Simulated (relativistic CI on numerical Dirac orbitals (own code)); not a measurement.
**Magnetism of Fe6+, 3d2, in a crystal field**

Calculated by Dirac-Coulomb-Breit CI, separate exchange-only KLI orbitals for each configuration, model QED, valence Slater integrals scaled by 0.85, one configuration in a parametric crystal field (own radial code).

Field parameters in Wybourne normalisation: D3d B²₀ = −7Dσ, B⁴₀ = −14Dq − 21Dτ, B⁴₃ = −14√(10/7) Dq; D4h B²₀ = −7Ds, B⁴₀ = 21(Dq − Dt), B⁴₄ = 21√(5/14) Dq; Td as Oh with Dq negative (B⁴₀ = 21Dq, B⁴₄ = √(5/14) B⁴₀). The field is a parameter set, without covalency.

S is read from ⟨S²⟩ = S(S + 1).

Powder χT (cm³ K mol⁻¹) by Van Vleck's formula, with temperature-independent terms:

```csv
Field,2 K,5 K,10 K,20 K,50 K,100 K,200 K,300 K
"D3d, 10Dq = 11100, Dσ = -880, Dτ = -170 cm⁻¹",0.118,0.289,0.448,0.528,0.566,0.591,0.631,0.67
"D3d, 10Dq = 20200, Dσ = -520, Dτ = 170 cm⁻¹",0.0328,0.0371,0.0442,0.0585,0.101,0.171,0.294,0.403
"D3d, 10Dq = 32600, Dσ = -920, Dτ = 260 cm⁻¹",0.0428,0.0476,0.0556,0.0715,0.119,0.188,0.305,0.414
"D3d, 10Dq = 36850, Dσ = 350, Dτ = 120 cm⁻¹",0.0654,0.0705,0.0789,0.0957,0.146,0.229,0.377,0.497
"D4h, 10Dq = 23900, Ds = 1370, Dt = -470 cm⁻¹",0.0398,0.0996,0.199,0.394,0.689,0.789,0.835,0.857
"D4h, 10Dq = 34000, Ds = 2560, Dt = 440 cm⁻¹",0.0361,0.0903,0.181,0.359,0.655,0.764,0.814,0.839
"D4h, 10Dq = 36250, Ds = 2670, Dt = 50 cm⁻¹",0.0519,0.13,0.26,0.495,0.765,0.838,0.871,0.888
"Td, 10Dq = -17100 cm⁻¹",0.855,0.856,0.856,0.858,0.861,0.867,0.88,0.892
```

Task: For D4h, 10Dq = 23900, Ds = 1370, Dt = -470 cm⁻¹: what effective moment follows at 300 K?

Result: μ_eff = √(8χT) = 2.62 μB. The ground level has S = 1.00; the spin-only moment for S = 1 is 2.83 μB. The difference comes from the orbital moment, spin-orbit mixing of terms and temperature-independent paramagnetism, all larger in this ionic model than in covalent complexes. The ground level is a non-magnetic singlet, so χT starts at zero and rises through temperature-independent paramagnetism and the filling of excited levels.
